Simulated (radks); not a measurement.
All-electron atom: the terbium ion Tb3+ in [Kr] 4d10 4f(up 4.5, down 4.5) 5p6 5s(up 1, down 0) (fractional occupations, a model configuration).

Method: scalar-relativistic Kohn-Sham, LDA (Slater exchange, Perdew-Wang correlation), spin-polarised, spherical densities, point nucleus; computed with a radial shooting solver on a logarithmic mesh with Libxc functionals.

Energy parts (eV):
| part | energy |
|---|---|
| total | -318319.70 |
| kinetic | 342551.18 |
| electron-nucleus | -776390.04 |
| Hartree | 122248.42 |
| exchange-correlation | -6729.26 |

Orbitals (lengths in bohr, moments of r in powers of bohr; r(max) is where P^2 peaks):
[
 {"orbital": "1s up", "occ.": "1", "eigenvalue (eV)": "-51843.64", "r(max)": "0.01365", "<r^2>": "0.0006323", "<r^4>": "1.065e-06", "<r>": "0.02152"},
 {"orbital": "1s down", "occ.": "1", "eigenvalue (eV)": "-51843.51", "r(max)": "0.01365", "<r^2>": "0.0006323", "<r^4>": "1.065e-06", "<r>": "0.02152"},
 {"orbital": "2s up", "occ.": "1", "eigenvalue (eV)": "-8619.401", "r(max)": "0.07756", "<r^2>": "0.009899", "<r^4>": "0.0001684", "<r>": "0.09155"},
 {"orbital": "2s down", "occ.": "1", "eigenvalue (eV)": "-8619.326", "r(max)": "0.07756", "<r^2>": "0.009899", "<r^4>": "0.0001684", "<r>": "0.09155"},
 {"orbital": "2p up", "occ.": "3", "eigenvalue (eV)": "-7665.541", "r(max)": "0.06281", "<r^2>": "0.007991", "<r^4>": "0.0001263", "<r>": "0.08091"},
 {"orbital": "2p down", "occ.": "3", "eigenvalue (eV)": "-7665.465", "r(max)": "0.06281", "<r^2>": "0.007991", "<r^4>": "0.0001263", "<r>": "0.08091"},
 {"orbital": "3s up", "occ.": "1", "eigenvalue (eV)": "-1933.381", "r(max)": "0.2200", "<r^2>": "0.06560", "<r^4>": "0.006489", "<r>": "0.2396"},
 {"orbital": "3s down", "occ.": "1", "eigenvalue (eV)": "-1933.299", "r(max)": "0.2200", "<r^2>": "0.06560", "<r^4>": "0.006489", "<r>": "0.2396"},
 {"orbital": "3p up", "occ.": "3", "eigenvalue (eV)": "-1639.234", "r(max)": "0.2159", "<r^2>": "0.06579", "<r^4>": "0.006807", "<r>": "0.2383"},
 {"orbital": "3p down", "occ.": "3", "eigenvalue (eV)": "-1639.151", "r(max)": "0.2159", "<r^2>": "0.06579", "<r^4>": "0.006807", "<r>": "0.2383"},
 {"orbital": "3d up", "occ.": "5", "eigenvalue (eV)": "-1255.240", "r(max)": "0.1763", "<r^2>": "0.05512", "<r^4>": "0.005401", "<r>": "0.2166"},
 {"orbital": "3d down", "occ.": "5", "eigenvalue (eV)": "-1255.159", "r(max)": "0.1763", "<r^2>": "0.05511", "<r^4>": "0.005400", "<r>": "0.2166"},
 {"orbital": "4s up", "occ.": "1", "eigenvalue (eV)": "-405.5820", "r(max)": "0.5048", "<r^2>": "0.3318", "<r^4>": "0.1604", "<r>": "0.5420"},
 {"orbital": "4s down", "occ.": "1", "eigenvalue (eV)": "-405.4280", "r(max)": "0.5048", "<r^2>": "0.3316", "<r^4>": "0.1601", "<r>": "0.5419"},
 {"orbital": "4p up", "occ.": "3", "eigenvalue (eV)": "-308.7540", "r(max)": "0.5271", "<r^2>": "0.3755", "<r^4>": "0.2114", "<r>": "0.5744"},
 {"orbital": "4p down", "occ.": "3", "eigenvalue (eV)": "-308.5767", "r(max)": "0.5271", "<r^2>": "0.3752", "<r^4>": "0.2110", "<r>": "0.5742"},
 {"orbital": "4d up", "occ.": "5", "eigenvalue (eV)": "-175.8514", "r(max)": "0.5470", "<r^2>": "0.4534", "<r^4>": "0.3362", "<r>": "0.6248"},
 {"orbital": "4d down", "occ.": "5", "eigenvalue (eV)": "-175.6125", "r(max)": "0.5469", "<r^2>": "0.4524", "<r^4>": "0.3345", "<r>": "0.6242"},
 {"orbital": "4f up", "occ.": "4.5", "eigenvalue (eV)": "-32.1316", "r(max)": "0.5553", "<r^2>": "0.9641", "<r^4>": "2.488", "<r>": "0.8586"},
 {"orbital": "4f down", "occ.": "4.5", "eigenvalue (eV)": "-31.7017", "r(max)": "0.5545", "<r^2>": "0.9588", "<r^4>": "2.484", "<r>": "0.8556"},
 {"orbital": "5s up", "occ.": "1", "eigenvalue (eV)": "-76.4476", "r(max)": "1.175", "<r^2>": "1.911", "<r^4>": "5.359", "<r>": "1.304"},
 {"orbital": "5s down", "occ.": "0", "eigenvalue (eV)": "-75.6049", "r(max)": "1.174", "<r^2>": "1.918", "<r^4>": "5.415", "<r>": "1.307"},
 {"orbital": "5p up", "occ.": "3", "eigenvalue (eV)": "-52.9144", "r(max)": "1.330", "<r^2>": "2.577", "<r^4>": "10.04", "<r>": "1.510"},
 {"orbital": "5p down", "occ.": "3", "eigenvalue (eV)": "-52.1640", "r(max)": "1.332", "<r^2>": "2.601", "<r^4>": "10.26", "<r>": "1.517"}
]

The highest occupied level is 4f down at -31.702 eV. The configuration is held as typed, so some empty levels lie below it. Spin moment in Bohr magnetons: 1.
